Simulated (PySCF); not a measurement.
Ge(F)(OH)2(NH2) (FGeH₄NO₂), SMILES [OH][Ge]([OH])([F])[NH2].

Geometry: PBE0-D3(BJ)/def2-SVP. The values are those of a single conformer.

The numbers are results of TDA-PBE0/def2-SVPD in PySCF, not measurements.

Vertical excitations. The molecule is in vacuum. State labels are in the subgroup Cs.

Computed excitation energies, oscillator strengths and character:
```
state  symmetry  energy (eV)  λ (nm)      f                                             main pairs
-----  --------  -----------  ------  -----  -----------------------------------------------------
S1           A'         6.58     188  0.045                                         HOMO→LUMO 96 %
S2           A"         7.45     166  0.033                                       HOMO−1→LUMO 95 %
S3           A'         7.91     157  0.085                                       HOMO−2→LUMO 92 %
S4           A'         8.09     153  0.027                                       HOMO→LUMO+1 92 %
S5           A"         8.36     148  0.000                                       HOMO→LUMO+2 94 %
S6           A"         8.44     147  0.089                                       HOMO−3→LUMO 93 %
S7           A'         8.83     140  0.026                   HOMO−4→LUMO 68 %, HOMO−1→LUMO+2 25 %
S8           A"         9.05     137  0.003                                       HOMO→LUMO+5 93 %
S9           A'         9.13     136  0.025  HOMO→LUMO+3 54 %, HOMO→LUMO+4 26 %, HOMO−1→LUMO+2 9 %
S10          A'         9.19     135  0.014  HOMO−1→LUMO+2 53 %, HOMO−4→LUMO 23 %, HOMO→LUMO+3 9 %
T1           A'         6.15     202      0                                         HOMO→LUMO 90 %
T2           A"         6.99     177      0                                       HOMO−1→LUMO 90 %
T3           A'         7.38     168      0                                       HOMO−2→LUMO 85 %
T4           A'         7.78     159      0                                       HOMO→LUMO+1 84 %
```
Triplets are in the Tamm–Dancoff approximation.
